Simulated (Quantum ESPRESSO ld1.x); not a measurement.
One sound ld1.x (Quantum ESPRESSO 7.5) input for the molybdenum ion Mo+ gives E = -4044.2857 hartree in 26 iterations:

```
 &input
    zed=42.0,
    iswitch=1,
    rel=1,
    lsd=1,
    dft='PW',
    config='[Kr] 4d5',
    prefix='ld1',
    max_out_wfc=37,
    file_charge='ld1.rho',
 /
```

Changed or added lines, one case at a time, and what came of them:

- zed=-3.0: refused. The program stops in ld1_readin with "wrong nuclear charge zed:  -3.00": zed must lie above 0 and at most 103.
- rel=-1: refused. The program stops in ld1_readin with "wrong rel": rel takes 0, 1 or 2.
- config='[Kr] 4d5 5s4': refused. The program stops in el_config with "wrong occupancy:4": an s shell holds at most 2 electrons.
- rel=2: refused. The program stops in ld1_readin with "local spin density and spin-orbit not allowed": spin polarisation goes with rel = 0 or 1 alone.
- beta=0.01: not converged. So little new potential is mixed in that the limit of 200 iterations comes first; the energy is off by +0.000609 hartree.
- rel=2 relpert=.true. (without lsd): refused. The program stops in ld1_readin with "perturbative SO-splitting for AE calculations with rel=0 only": the perturbative correction needs rel = 0.
- xmin=-3.0: silently wrong. The mesh starts too far from the nucleus; the run ends without a warning, but the energy is off by +12.16 hartree against the default mesh.
